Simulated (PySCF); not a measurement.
A run for PySCF: R-BP86/6-31G* on CH4BFO (SMILES CB(O)F), a point of a torsion scan.

```python
from pyscf import gto, scf, dft, mp
from pyscf.data.elements import chemcore

mol = gto.M(
    atom='''
    C    -0.88847322   -0.18373209   -0.05974179
    B     0.55494758    0.42422454    0.14351353
    O     1.63898326   -0.07735375   -0.44136523
    F     0.71711434    1.49823892    0.94032134
    H    -1.56326986    0.56084965   -0.47533694
    H    -0.87772455   -1.04254664   -0.72174177
    H    -1.31313772   -0.49073420    0.89308399
    H     2.46864484    0.36495059   -0.25318310
    ''',
    basis='6-31g*',
    cart=True,
    charge=0, spin=0, verbose=3, max_memory=1800)
mf = dft.RKS(mol, xc='b88,p86')
mf.conv_tol = 1e-8
mf.max_cycle = 100
mf.kernel()
if not mf.converged:
    mf = mf.newton().run(mf.mo_coeff, mf.mo_occ)
```

**Question.** Predict the final total energy.

**Answer.** -240.5350 hartree.
